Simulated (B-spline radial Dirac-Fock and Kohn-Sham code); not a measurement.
## C 2p3/2: cross section and angular parameters

System: the free carbon atom, [He] 2s2 2p2; threshold 8.21 eV (orbital energy of the model). Level of theory: Dirac-Hartree-Slater photoionisation with a Latter tail; cross sections with all multipoles, angular parameters from the dipole term and its interference with E2; a radial atomic solver.

For linearly polarised light dσ/dΩ = σ/(4π) [1 + β P₂(cos θ) + (δ + γ cos²θ) sin θ cos φ], with θ from the polarisation vector and φ the angle between the beam and the projection of the electron momentum on the plane normal to the polarisation.

```
hν (eV)    σ (kb)       β      γ      δ
     60       436   1.515  0.082  0.007
     81       193   1.484  0.117  0.009
   84.6       170   1.476  0.122  0.009
   95.7       120   1.448  0.137  0.010
    150      31.4   1.286  0.184  0.015
    200      12.8   1.149  0.209  0.020
    246      6.65   1.048  0.225  0.025
    285      4.17   0.975  0.235  0.029
    300      3.54   0.950  0.239  0.031
    326      2.71   0.910  0.245  0.033
    344      2.28   0.883  0.250  0.035
    452     0.925   0.756  0.276  0.045
    618     0.319   0.622  0.310  0.060
    622     0.312   0.620  0.310  0.060
    721     0.185   0.561  0.327  0.069
    805     0.125   0.520  0.339  0.075
    915    0.0786   0.476  0.353  0.084
   1090    0.0414   0.422  0.373  0.096
 1486.9    0.0130   0.336  0.420  0.120
   2000   0.00414   0.244  0.471  0.147
   2520   0.00165   0.171  0.496  0.173
   2680   0.00129   0.153  0.499  0.181
   2830   0.00104   0.139  0.501  0.187
   6320  4.17e-05   0.087  0.680  0.294
 9251.7  8.57e-06   0.015  0.795  0.369
   9380  8.08e-06   0.013  0.796  0.372
  10500         ?       ?      ?      ?
  12000  2.86e-06  -0.023  0.799  0.428
  12200  2.67e-06  -0.024  0.799  0.432
  13300  1.86e-06  -0.026  0.808  0.451
```

Question: Give the values at 10500 eV.

Answer: σ = 5.02e-06 kb, β = -0.009, γ = 0.798, δ = 0.398.

Values without a named source are computed, but for edge energies of neutral atoms, which are taken from tables.
